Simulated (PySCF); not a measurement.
## TDDFT excited states: GeH12Sn4

Species: Ge(SnH3)4.
Bonds: Ge1–Sn2, Ge1–Sn3, Ge1–Sn4, Ge1–Sn5. Hydrogens: H6, H7, H8 on Sn2; H9, H10, H11 on Sn3; H12, H13, H14 on Sn4; H15, H16, H17 on Sn5.

Theory: TDDFT PBE0/def2-SVPD, vertical, gas phase, core orbitals frozen in the response, def2 core potentials past Kr in PySCF. Geometry: PBE0-D3(BJ)/def2-SVP; no solvent, vibrations or thermal averaging. Spin–orbit coupling is left out.

Problem. List the vertical singlet excitations with oscillator strengths and describe the spectrum.

Solution. 

| state | λ (nm) | E (eV) | f | main configurations (H = HOMO, L = LUMO) |
| --- | --- | --- | --- | --- |
| S1 | 228.2 | 5.43 | 0.161 | H→L (91%) |
| S2 | 227.4 | 5.45 | 0.167 | H-1→L (90%) |
| S3 | 226.9 | 5.46 | 0.168 | H-2→L (90%) |
| S4 | 216.4 | 5.73 | 0.0015 | H-1→L+1/L+2 (≥52%), H→L+3 (40%) |
| S5 | 216.2 | 5.73 | 0.0001 | H→L+1/L+2 (≥47%), H-2→L+1/L+2 (≥39%) |
| S6 | 216.0 | 5.74 | 0.0031 | H-1→L+1/L+2 (≥61%), H-2→L+3 (31%) |
| S7 | 213.0 | 5.82 | 0.0014 | H→L+3 (39%), H-1→L+1/L+2 (≥26%), H-2→L+1/L+2 (≥9%) |
| S8 | 212.7 | 5.83 | 0.0004 | H-2→L+3 (41%), H-2→L+1/L+2 (≥21%), H-1→L+1/L+2 (≥15%) |
| S9 | 210.6 | 5.89 | 0.0045 | H-2→L+1/L+2 (≥33%), H→L+1/L+2 (≥32%), H-1→L+3 (23%) |
| S10 | 206.1 | 6.02 | 0.274 | H-1→L+3 (40%), H→L+5 (16%) |
| S11 | 205.7 | 6.03 | 0.267 | H-2→L+1/L+2 (≥26%), H→L+1/L+2 (≥22%), H-1→L+5 (16%) |
| S12 | 205.4 | 6.04 | 0.275 | H→L+1/L+2 (≥16%), H-2→L+1/L+2 (≥12%), H-2→L+6 (12%) |
| S13 | 199.6 | 6.21 | 0.0032 | H→L+4 (95%) |
| S14 | 199.2 | 6.22 | 0.0085 | H-1→L+4 (84%) |

Triplets (Tamm–Dancoff): T1 4.83 eV, H→L (78%); T2 4.83 eV, H-1→L (78%); T3 4.84 eV, H-2→L (83%).

The lowest singlet lies at 5.43 eV (228 nm, ultraviolet) and is strong; its leading configuration is HOMO→LUMO (91%). The strongest level in the table is S11/S12 at 6.03 eV (206 nm, f = 0.543 summed). S4/S5/S6, S7/S8 and S11/S12 lie within about 0.01 eV of each other in each set. Löwdin shares by element: HOMO (one of a set within 0.03 eV) tin 41% or more, germanium 32% (atoms not listed hold the other 27%); LUMO tin 33% or more, germanium 18% (atoms not listed hold the other 49%). Weighted by f, the mean energy of these states is 5.81 eV. Orbital energies (eV): HOMO-3 -9.08, HOMO-2 -7.52, HOMO-1 -7.51, HOMO -7.50, LUMO -1.18, LUMO+1 -0.70, LUMO+2 -0.70. The listed states span 0.79 eV, and the widest gap between neighbours is 0.27 eV (S3 to S4). Orbitals of the list HOMO-3 to LUMO+2 that lie within 0.01 eV of each other are written together with a slash and their weights summed (≥ marks a lower bound); for degenerate orbitals outside that list single weights are arbitrary. The window holds the lowest 15 singlets. The highest level found (6.24 eV, f 0.0050 so far) is left out, since the window may have cut off a degenerate partner.
